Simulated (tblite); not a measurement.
Compound: C5H9NOSi.
SMILES with atom numbers: `[CH2:1]=[CH:2][CH2:3][Si@H:4]([OH:5])[CH2:6][C:7]#[N:8]` (hydrogens: H9, H10 on C1; H11 on C2; H12, H13 on C3; H14 on Si4; H15 on O5; H16, H17 on C6)

The geometry is computed with GFN2-xTB (gas phase).

Question: What internal coordinates does the optimisation give?

Answer: 
| bond | length (bohr) |
| --- | --- |
| C1=C2 | 2.497 |
| C2–C3 | 2.820 |
| C3–Si4 | 3.611 |
| Si4–O5 | 3.077 |
| Si4–C6 | 3.614 |
| C6–C7 | 2.694 |
| C7≡N8 | 2.163 |
| C1–H9 | 2.038 |
| C1–H10 | 2.035 |
| C2–H11 | 2.047 |
| C3–H12 | 2.061 |
| C3–H13 | 2.059 |
| Si4–H14 | 2.768 |
| O5–H15 | 1.801 |
| C6–H16 | 2.062 |
| C6–H17 | 2.059 |

A selection of angles:
| angle | degrees |
| --- | --- |
| C1–C2–C3 | 124.1 |
| C2–C3–Si4 | 110.8 |
| C3–Si4–O5 | 113.3 |
| C3–Si4–C6 | 109.1 |
| O5–Si4–C6 | 101.2 |
| Si4–C6–C7 | 111.0 |
| C6–C7–N8 | 178.5 |
| H15–O5–Si4 | 122.7 |

Dihedral angles: C1–C2–C3–Si4 98° (anticlinal); C2–C3–Si4–O5 55° (synclinal); C3–Si4–C6–C7 -58° (synclinal); H15–O5–Si4–C3 57° (synclinal).

Of the pairs four or more bonds apart, H9···H13 is among the closest relative to their van der Waals radii: 2.45 Å, 102 % of the sum of Bondi's values. Si4 (oxygen-bound silicon) is distorted tetrahedral (angles from 101.2° to 113.3°). The 3 C–C bonds span 1.321 Å (C1=C2, drawn double) to 1.492 Å (C2–C3, drawn single), a spread of 0.171 Å.

Point group: C1 (no symmetry element, even within 0.4 Å). Its GFN2-xTB frequencies are all real (lowest 28 cm⁻¹). The numbers are those of one conformer (C1–C2–C3–Si4 98°, C2–C3–Si4–O5 55°, C3–Si4–O5–H 57°, C3–Si4–C6–C7 -58°). 3 starts were optimised and ended at 0.00, 0.45 and 1.42 kcal/mol (GFN2-xTB); the lowest of these is shown.
